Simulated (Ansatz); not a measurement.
Compare A (`CC(F)OC(F)F`) with its isomer B (`CCOC(F)(F)F`).

Program: Ansatz. Geometries: PBE0-D4/def2-TZVP. ΔE: electronic, gas phase. CCSD(T)/CBS is the MP2 limit (def2-TZVPP, def2-QZVPP) plus CCSD(T) − MP2 in def2-TZVPP, frozen cores. Functionals use def2-TZVPP. B3LYP here is the variant with VWN-RPA as its local correlation; programs differ in this. One conformer a species, not always the lowest.

A:

Z-matrix (Å, degrees):
```
C
C 1 1.498
H 1 1.090 2 110.0
H 1 1.090 2 109.7 3 120.1
H 1 1.091 2 109.5 3 -120.0
F 2 1.371 1 109.6 3 -177.6
O 2 1.406 1 108.6 3 64.4
H 2 1.094 1 113.1 3 -58.2
C 7 1.355 2 117.0 1 -148.2
F 9 1.357 7 111.0 2 64.9
F 9 1.348 7 112.2 2 -53.5
H 9 1.091 7 108.6 2 -175.0
```

B:

```xyz
12

C     0.796    0.309    1.591
C     0.299   -0.395    0.359
O    -0.401    0.575   -0.437
C    -0.909    0.134   -1.587
F     0.028   -0.345   -2.420
F    -1.802   -0.855   -1.416
F    -1.521    1.141   -2.189
H     1.335   -0.398    2.224
H    -0.036    0.722    2.164
H     1.474    1.122    1.326
H    -0.388   -1.207    0.612
H     1.126   -0.804   -0.228
```

(1) Which is lower in electronic energy at CCSD(T)/CBS, and by how much? (An estimate is asked.)

(2) Give E(B) − E(A) in kJ/mol with r2SCAN-D4, B3LYP-D4, PBE0-D4, CCSD(T)/def2-TZVPP, ωB97M-V, HF/def2-TZVPP, B2PLYP. (Best estimate.)

Largest T1 diagnostic: 0.012.

Answers

(1) The calculation gave: B, by 18.0 kJ/mol.

(2) Ansatz gave: r2SCAN-D4 -21.7, B3LYP-D4 -15.3, PBE0-D4 -21.1, CCSD(T)/def2-TZVPP -19.3, ωB97M-V -20.3, HF/def2-TZVPP -24.5, B2PLYP -17.2. None reverses the order clearly.

From PBE to PBE0 (25 % exact exchange), in def2-TZVPP and without D4, E(B) − E(A) moves by −4.8 kJ/mol. In def2-TZVPP, CCSD(T) changes the Hartree–Fock value by +5.2 kJ/mol (the triples alone add +0.8 kJ/mol) and MP2 by +4.3 kJ/mol.
